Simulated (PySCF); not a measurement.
Compound: C7H9F.
Atom-mapped SMILES: `[CH2:1]=[CH:2][CH2:3][C:4]1([CH2:5][F:6])[CH:7]=[CH:8]1`

Structure used (GFN2-xTB), in Å, numbered top down from 1:
```xyz
17
C7H9F angstrom
C      2.5923    0.0274   -0.3898
C      1.5033   -0.6458   -0.0701
C      0.5352   -0.2240    0.9909
C     -0.8013    0.1929    0.3774
C     -1.7211   -0.9642    0.0466
F     -2.1788   -1.5689    1.2007
C     -0.8827    1.4416   -0.4529
C     -1.4021    1.5235    0.7361
H      2.8678    0.9335    0.1252
H      3.2585   -0.2975   -1.1709
H      1.2500   -1.5527   -0.6036
H      0.9490    0.6161    1.5515
H      0.3597   -1.0505    1.6846
H     -1.2073   -1.7465   -0.5223
H     -2.6076   -0.6257   -0.4995
H     -0.6258    1.8788   -1.3851
H     -1.8962    2.0740    1.4973
```

Probes without a nucleus sit at each ring's centroid and 1 Å off its mean plane on both sides; NICS is minus the shielding there, NICSzz its component along the normal. Level: GIAO PBE0/pcSseg-1 (PySCF, non-relativistic, gas phase) on the GFN2-xTB geometry, one conformer.

Ring bond lengths (Å), with Mayer bond orders in brackets: C4–C7 1.502 (0.92), C7–C8 1.300 (1.71), C8–C4 1.503 (0.95).

Q: What do the NICS probes read (ppm)?

A: 
```json
{"ring": "C4–C7–C8", "type": "3-membered carbocycle; formal bonds 1 double, 2 single", "NICS(0)": "-29.2", "NICS(1), two faces": "-6.8 / -7.7", "NICS(1)zz, two faces": "-17.0 / -17.0", "rms pucker (Å)": "0.00", "centre to ring atoms, mean (Å)": "0.83"}
```

Q: What do they say, and how far can they be read as aromaticity?

A: 
- C4–C7–C8: mean NICS(1)zz -17.0 ppm, shielded. C4 has four or more neighbours; no verdict on aromaticity is drawn. NICS(0) lies 22 ppm below the mean NICS(1).

Q: List the ring angles and the Hirshfeld charges of the ring atoms.

A: 
- C4–C7–C8: C4 51.3° (-0.003 e), C7 64.4° (-0.044 e), C8 64.3° (-0.038 e); sum 180.0° against 180° for a flat convex ring.

Q: What are the shieldings of the ring atoms and their hydrogens in the same run (means over atoms taken as equivalent)?

A: 
```tsv
atoms	environment	σ isotropic (ppm)	principal values of the symmetric part, first atom (ppm)
C4	allylic carbon	157.2	105.2, 130.1, 236.2
C7 (×2)	alkene CH carbon	57.8	-80.6, 80.1, 181.3
H16 (×2)	vinylic hydrogen	24.03	21.1, 25.4, 26.2
```
